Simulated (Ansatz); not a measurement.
Cost and result for the atomization energy of C2H6GaN, SMILES `C=[N][GaH][CH3]` (10 atoms, 9 bonds).

```xyz
10

C    -0.9767   -2.1575   -0.1294
N    -0.3369   -1.1536   -0.4895
Ga   -0.0210    0.6145   -0.7584
C     0.9309    1.5665    0.6646
H    -0.5598   -3.1721   -0.2307
H    -1.9875   -2.1166    0.3081
H    -0.3987    1.1344   -2.1812
H     1.8903    1.9406    0.2999
H     0.3495    2.4298    0.9970
H     1.1098    0.9140    1.5195
```

The species carries charge 0 and has multiplicity 1. Correlated methods include outer-core shells of Ga, which these sets cover unevenly. Scalar relativity is left out up to krypton. Geometry: relaxed with PBE0-D4/def2-TZVP. It is one conformer, not always the lowest. Program: Ansatz. All runs use 4 threads of an Arm Neoverse V1 on a shared host. Times are those of one run each, without the atoms' runs, and a repeat can differ threefold. Electronic energies, without spin–orbit coupling; frozen cores. CCSD(T)/CBS adds CCSD(T) − MP2 in def2-TZVPP to the MP2 limit, and its time is that of the two runs behind it. T1 = 0.015. With those shells the extrapolation isn't a true limit. B3LYP takes the VWN-RPA correlation (the form of Gaussian; ORCA's B3LYP/G).

CCSD(T)/CBS is a level of theory with its own doubt, some kJ/mol a heavy atom from the limit and from the frozen cores, so smaller differences don't rank the functionals.

```csv
level,functions,wall time,atomization (kcal/mol),difference from CCSD(T)/CBS,per bond
PBE-D4/def2-TZVPP (with forces),225,2.3 s,851.7,16.2,1.8
PBE0-D4/def2-TZVPP,225,2.7 s,835.4,-0.1,0.0
B3LYP-D4/def2-TZVPP (with forces),225,4 s,835.6,0.1,0.0
r2SCAN-D4/def2-TZVPP (with forces),225,4.3 s,835.6,0.1,0.0
B2PLYP/def2-TZVPP,225,5 s,827.7,-7.8,-0.9
ωB97X-V/def2-TZVPP,225,7.5 s,837.2,1.7,0.2
ωB97M-V/def2-TZVPP (with forces),225,10 s,835.1,-0.4,0.0
MP2/def2-QZVPP,440,24 s,836.7,1.2,0.1
CCSD(T)/def2-TZVPP,225,2.1 min,816.3,-19.2,-2.1
CCSD(T)/CBS(def2),–,2.5 min,835.5,0.0,0.0
```

From PBE to PBE0 (25 % exact exchange), in def2-TZVPP and without D4, the atomization energy moves by −15.6 kcal/mol: exact exchange takes away binding that semilocal exchange gives to molecules. In def2-TZVPP, CCSD(T) changes the Hartree–Fock value by +221.6 kcal/mol (the triples alone add +13.1 kcal/mol) and MP2 by +230.6 kcal/mol; breaking electron pairs costs correlation energy, which Hartree–Fock lacks. The D4 term adds +6.6 kcal/mol with B3LYP and +3.4 kcal/mol with PBE0; it sums over pairs of atoms, weighted by their polarisabilities, and B3LYP, whose exchange is more repulsive, gets the larger term.
